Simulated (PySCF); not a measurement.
Ligands exchanged one at a time, Si OCH3-SiH3. Isolated molecules, 0 K electronic values unless said otherwise. One relaxed conformer stands for each flexible species; it need not be the lowest. Strings in code marks are SMILES.

Level of theory: B3LYP-D3(BJ)/def2-TZVP // B3LYP-D3(BJ)/def2-SVP (PySCF 2.14.0). B3LYP has the VWN-RPA correlation part, as in Gaussian. Delta-SCF ions had no search for a lower state. Excitations are Tamm–Dancoff values on a coarser integration grid. The basis has no diffuse functions, so Rydberg states are missing or too high.

```
species                                                            S1–T1 gap (TDA) (eV)  vertical ionisation energy (Delta-SCF) (eV)  T1 excitation (TDA) (eV)  S1 oscillator strength
-----------------------------------------------------------------  --------------------  -------------------------------------------  ------------------------  ----------------------
0 of 4 OCH3 replaced by SiH3                                                       0.24                                         9.69                      7.34                   0.001
1 of 4 OCH3 replaced by SiH3                                                       0.82                                         9.37                         ?                   0.053
2 of 4 OCH3 replaced by SiH3                                                       0.70                                            ?                      4.73                   0.078
3 of 4 OCH3 replaced by SiH3                                                       0.49                                            ?                      4.60                       ?
4 of 4 OCH3 replaced by SiH3 (`[SiH3][Si]([SiH3])([SiH3])[SiH3]`)                     –                                         9.54                         –                   0.005
```

Q: Complete the blanks.

A: 
- 1 of 4 OCH3 replaced by SiH3, T1 excitation (TDA) (eV): 5.96
- 2 of 4 OCH3 replaced by SiH3, vertical ionisation energy (Delta-SCF) (eV): 8.71
- 3 of 4 OCH3 replaced by SiH3, vertical ionisation energy (Delta-SCF) (eV): 8.90
- 3 of 4 OCH3 replaced by SiH3, S1 oscillator strength: 0.008
